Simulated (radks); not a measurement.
Q: Se+, 33 electrons, occupied as [Ar] 3d10 4s2 4p3 (the NIST ground configuration). Calculated with a radial shooting solver on a logarithmic mesh with Libxc functionals: Dirac Kohn-Sham, Slater X-alpha with alpha = 0.646, spin-unpolarised, spherical densities, point nucleus; open shells fill j = l - 1/2 first.

Spin-orbit splittings of the eigenvalues, e(l+1/2) - e(l-1/2), with zeta = 2 splitting/(2l+1) and mean radii in bohr:

shell  occ.  splitting (eV)  zeta (eV)  <r> j=l-1/2  <r> j=l+1/2
2p        6           41.60      27.73       0.1687       0.1726
3p        6               ?          ?       0.5840       0.5947
3d       10          0.8908     0.3563       0.6303       0.6347
4p        3          0.4398     0.2932        2.124        2.165

Estimate the 3p splitting.

A: 5.866 eV (zeta = 3.911 eV).
